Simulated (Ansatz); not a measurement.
Gas-phase reaction R1 + R2 → P1 + P2, each structure at its B3LYP-D3(BJ)/def2-TZVP stationary point, reached from a drawn start (curvature not checked).
R1: CH5Sn (SMILES [CH3][SnH2]), charge 0, multiplicity 2.
P1: H2Sn (SMILES [SnH2]), charge 0, multiplicity 1.
P2, CH4 (SMILES C) (charge 0, multiplicity 1):
```xyz
5

C      0.0000     0.0000     0.0000
H      0.6289     0.6289     0.6289
H     -0.6289    -0.6289     0.6289
H      0.6289    -0.6289    -0.6289
H     -0.6289     0.6289    -0.6289
```
R2: H atom, charge 0, multiplicity 2.

P less R. No zero-point or thermal terms; singlets are restricted closed shells; open shells are unrestricted; no spin–orbit coupling.

Correlated levels freeze the cores. In cc and def2 sets filled d and f shells under p-block atoms count as core. CBS: X⁻³ extrapolation of the correlation energy, Hartree–Fock from the larger set.

The values were computed with Ansatz (a quantum-chemistry and plane-wave program) with Gaussian orbitals. No computed number here is a measurement. Elements past Kr take the def2 small-core potentials, without spin–orbit coupling.

```csv
level,reaction energy (kcal/mol)
HF/def2-QZVPP,-54.12
SVWN5/def2-TZVPP,-66.59
B97M-V/def2-TZVPP,-69.05
B2PLYP/def2-TZVPP,-69.30
MP2/def2-QZVPP,-62.20
"MP2/CBS(def2-TZVPP, def2-QZVPP)",-62.51
SCS-MP2/def2-TZVPP,?
CCSD(T)/def2-SVP,?
CCSD(T)/def2-TZVPP,?
```

Q: Fill in the missing entries.

A: 
- SCS-MP2/def2-TZVPP, reaction energy (kcal/mol): -66.82
- CCSD(T)/def2-SVP, reaction energy (kcal/mol): -68.58
- CCSD(T)/def2-TZVPP, reaction energy (kcal/mol): -67.41
